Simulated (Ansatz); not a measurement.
The cluster SnSe2. Total charge 0; triplet. Geometry PBE-D4/def2-TZVP.

```xyz
3

Sn    0.4218   -1.1427   -1.1473
Se   -1.2518    0.6546    0.1082
Se    0.8301    0.4882    1.0392
```

In the def2 sets Sn takes a core potential; there is no spin–orbit coupling. B3LYP takes the VWN-RPA correlation. At PBE0-D4/def2-TZVP a singlet of charge 0 lies 1.09 eV below the triplet, each at its own geometry. The structure comes from a short search, and lower isomers may exist.

**Question.** Estimate the α-spin orbital energies around the gap (eV) in Ansatz with HF/def2-TZVP, revPBE-D4/def2-TZVP, BLYP-D4/def2-TZVP, r2SCAN-D4/def2-TZVP, B3LYP-D4/def2-TZVP.

**Answer.** 
```csv
orbital,HF/def2-TZVP,revPBE-D4/def2-TZVP,BLYP-D4/def2-TZVP,r2SCAN-D4/def2-TZVP,B3LYP-D4/def2-TZVP
HOMO−13,-35.99,-25.40,-25.28,-26.20,-27.76
HOMO−12,-35.98,-25.38,-25.27,-26.19,-27.75
HOMO−11,-35.86,-25.27,-25.14,-26.07,-27.63
HOMO−10,-35.83,-25.26,-25.14,-26.06,-27.62
HOMO−9,-35.81,-25.24,-25.11,-26.04,-27.60
HOMO−8,-27.08,-19.07,-18.95,-19.96,-20.90
HOMO−7,-22.31,-15.54,-15.47,-16.27,-17.15
HOMO−6,-16.09,-11.18,-11.05,-11.68,-12.39
HOMO−5,-12.91,-8.96,-8.79,-9.38,-9.81
HOMO−4,-12.47,-8.16,-7.93,-8.64,-9.20
HOMO−3,-10.72,-7.33,-7.19,-7.68,-8.19
HOMO−2,-9.83,-6.25,-6.09,-6.58,-7.04
HOMO−1,-9.52,-5.76,-5.57,-6.16,-6.67
HOMO,-7.03,-3.70,-3.49,-4.06,-4.41
LUMO,0.68,-2.45,-2.41,-2.45,-1.99
LUMO+1,1.53,-2.40,-2.33,-2.36,-1.86
LUMO+2,1.70,-1.72,-1.66,-1.59,-1.27
LUMO+3,4.52,1.90,2.02,2.47,2.40
LUMO+4,5.01,2.08,2.20,2.66,2.52
LUMO+5,5.25,2.43,2.55,3.18,2.89
β HOMO,-9.17,-6.04,-5.92,-6.35,-6.85
β LUMO,-0.60,-4.78,-4.76,-4.80,-4.28
```
